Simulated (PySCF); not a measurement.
**Two-dimensional NMR puzzle**

Compound of formula C6H15NOSi. Correlations simulated from computed shifts and the bond graph:

HSQC (one-bond C–H):
```
  δH    δC
1.90  24.0
0.96  28.4
```

HMBC (two and three bonds, from the bond graph):
```
  δH                 δC
4.48  177.6, 28.4, 17.0
1.90              177.6
0.96         28.4, 17.0
```

Carbons without hydrogens: δ 177.6, 17.0.

Method: NMR shieldings at B3LYP/pcSseg-1/GIAO, geometry from PBE0-D3(BJ)/def2-SVP, in PySCF 2.14.0 with density-fitted response routines (rapidly exchanging positions averaged, no solvent model, no relativistic terms, one conformer).

Referencing at the same level of theory: $^{1}$H and $^{13}$C against TMS.

Exchangeable hydrogens are left out of these lists.

**Question.** Work out the connectivity.

**Answer.** SMILES [SiH2](NC(C)=O)C(C)(C)C.

Mapped SMILES: `[CH3:1][C:2](=[O:3])[NH:4][SiH2:5][C:6]([CH3:7])([CH3:8])[CH3:9]`. Each H is labelled by its parent atom.

δC 177.6 is C2, an amide carbonyl carbon. δC 28.4 is C7/C8/C9, a methyl carbon (δH 0.96). δC 24.0 is C1, a methyl carbon α to a carbonyl (δH 1.90). δC 17.0 is C6, a fully substituted sp3 carbon bonded to Si. HMBC from δH 4.48 reaches the proton-free carbons C2, C6. HMBC from δH 1.90 reaches the proton-free carbon C2. HMBC from δH 0.96 reaches the proton-free carbon C6.

This is the structure that produced the data.

OH/NH shifts are gas-phase values; hydrogen bonding in solution moves them, usually downfield. Shifts are as computed. Against solution values, carbons near 30 ppm lie about +2 ppm off and those near 130 ppm about +6 ppm. Of 1313 compounds with measured shifts, 239 miss one by over three times the rms of a fit or turn the order of signals round; such compounds aren't used in these exercises. Hydrogen bonding in solution deshields acid and N–H amide carbonyl carbons by as much as 10 ppm beyond these values.
